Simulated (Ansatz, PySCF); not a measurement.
Process, species as SMILES: ClC(Cl)C(Cl)Cl → Cl[CH]C(Cl)Cl + Cl atom (the C-Cl bond at the site shown breaks; other sites are not compared here)
Geometries: B3LYP-D3(BJ)/def2-TZVP minima from Ansatz (a program for electronic structure), one conformer each, not searched for the lowest. Frequencies are from Ansatz or PySCF.

Quantity: bond dissociation energy (enthalpy at 298 K, with B3LYP-D3(BJ) rigid-rotor harmonic-oscillator terms), in kcal/mol. Cores are frozen in the correlated levels unless marked. Open shells are spin-unrestricted. Spin-orbit coupling is left out. No relativistic terms. CBS marks a two-point X^-3 extrapolation of the correlation energy; Hartree-Fock from the larger set. The bracket is a focal-point correction in the basis named.

```
level                                                                 program  bond dissociation energy (kcal/mol)  minus last row
-------------------------------------------------------------  --------------  -----------------------------------  --------------
HF/cc-pVTZ                                                             Ansatz                                 40.1           -37.7
BLYP-D4/def2-TZVPD                                             Ansatz + dftd4                                 69.4            -8.4
BLYP/def2-TZVPD                                                        Ansatz                                 64.4           -13.4
revPBE-D3(BJ)/def2-TZVPD                                       Ansatz + dftd3                                 72.0            -5.8
PBE0-D4/def2-TZVP                                              Ansatz + dftd4                                 74.0            -3.8
PBE0/def2-TZVPD                                                        Ansatz                                 71.9            -5.9
BHLYP-D3(BJ)/def2-TZVPD                                        Ansatz + dftd3                                 67.0           -10.8
r2SCANh-D4/def2-TZVPD                                          Ansatz + dftd4                                 70.5            -7.3
r2SCAN0/def2-TZVPD                                                     Ansatz                                 68.8            -9.0
M06-2X/def2-TZVPD                                                       PySCF                                 76.3            -1.5
HSE06-D3(BJ)/def2-TZVPD                                        Ansatz + dftd3                                 73.7            -4.1
CAM-B3LYP-D3(BJ)/def2-TZVPD                                    Ansatz + dftd3                                 70.4            -7.4
B2GP-PLYP-D3(BJ)/def2-TZVPD                                    Ansatz + dftd3                                 74.2            -3.6
MP2/6-31G*                                                             Ansatz                                 74.1            -3.7
MP2/cc-pVTZ                                                            Ansatz                                 81.0             3.2
SCS-MP2/cc-pV(D+d)Z                                                    Ansatz                                 72.5            -5.3
CCSD/cc-pVTZ                                                           Ansatz                                 69.3            -8.5
CCSD(T)/6-31G                                                          Ansatz                                 50.6           -27.2
CCSD(T)/6-31G*                                                         Ansatz                                 68.8            -9.0
RI-MP2/CBS(cc-pV(T+d)Z,cc-pV(Q+d)Z)+[CCSD(T)-MP2]/cc-pV(D+d)Z          Ansatz                                 79.4             1.6
RI-MP2/CBS(cc-pV(T+d)Z,cc-pV(Q+d)Z)+[CCSD(T)-MP2]/cc-pV(T+d)Z          Ansatz                                 77.8             0.0
```
